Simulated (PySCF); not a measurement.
Stretching SbP

Set-up: basis Sb def2-SVP with ECP28, P def2-SVP; scalar-relativistic core potentials; PySCF 2.14. Energies in eV from Sb + P in their ground configurations at the same level. State: ¹Σ⁺ (singlet), closed shell.

All columns are PBE0. A positive dipole means Sb(−)P(+).

```
R (Å)  E (eV)  μ (D)  Mulliken charge on Sb (basis-dependent)  HOMO (eV)  LUMO (eV)  Mayer bond order  ⟨S²⟩
1.897  -1.460  -1.25                                     0.10      -7.35      -1.95              2.94  0.00
1.985  -2.484  -1.34                                     0.09      -7.45      -2.18              2.94  0.00
2.074  -3.040  -1.42                                     0.08      -7.44      -2.40              2.94  0.00
2.140  -3.230  -1.47                                     0.08      -7.28      -2.55              2.95  0.00
2.206  -3.273  -1.50                                     0.08      -7.14      -2.70              2.95  0.00
2.272  -3.204  -1.53                                     0.08      -7.01      -2.85              2.96  0.00
2.360  -2.983  -1.56                                     0.08      -6.85      -3.02              2.96  0.00
2.471  -2.566  -1.57                                     0.08      -6.68      -3.23              2.97  0.00
2.603  -1.949  -1.57                                     0.08      -6.50      -3.44              2.98  0.00
2.780  -1.049  -1.55                                     0.07      -6.30      -3.69              2.99  0.00
```

A fit through these points gives, at Re = 2.195 Å, μ = -1.50 D and dμ/dR = -0.520 D/Å; the reduced mass is 24.66 u.

Task: How strong is the fundamental in the double-harmonic approximation, I = 42.26·(dμ/dR)²/μred km/mol?

Result: I = 42.26·(-0.520)²/24.66 = 0.463 km/mol at PBE0.

These are scalar-relativistic numbers at best; spin–orbit coupling would shift them, the dissociation energy most.
